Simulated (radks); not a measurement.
Values are calculated unless marked as measured or tabulated.
Q: As+, configuration [Ar] 3d10 4s2 4f2 (not the ground configuration). Level of theory: scalar-relativistic Kohn-Sham, TASK exchange with Perdew-Wang LDA correlation, spin-polarised, spherical densities, finite nucleus; open shells are filled with parallel spins first; meta-GGA in the generalised Kohn-Sham scheme; Fermi nuclear charge, rms radius 4.0968 fm (a radial shooting solver on a logarithmic mesh with Libxc functionals). Some entries of the table are withheld. Estimate them.

orbital,occ.,eigenvalue (hartree),<1/r> (bohr^-1),<r> (bohr)
1s up,1,-432.9147,33.44,0.04556
1s down,1,-432.9146,33.44,0.04556
2s down,1,-56.17840,7.374,0.2030
2s up,1,-56.17839,7.374,0.2030
2p up,3,-49.35280,7.217,0.1774
2p down,3,-49.35279,7.217,0.1774
3s up,1,-8.20605,(1),0.5996
3s down,1,-8.20603,(2),0.5996
3p up,3,-6.06472,2.233,0.6176
3p down,3,-6.06468,2.233,0.6175
3d up,5,(3),1.922,0.6692
3d down,5,(4),1.922,0.6691
4s down,1,-1.35052,(5),1.743
4s up,1,-1.34709,(6),1.732
4f up,2,-0.09900,0.1536,7.321

A: 
(1) 3s up <1/r> (bohr^-1): 2.386
(2) 3s down <1/r> (bohr^-1): 2.386
(3) 3d up eigenvalue (hartree): -2.51392
(4) 3d down eigenvalue (hartree): -2.51375
(5) 4s down <1/r> (bohr^-1): 0.7628
(6) 4s up <1/r> (bohr^-1): 0.7672
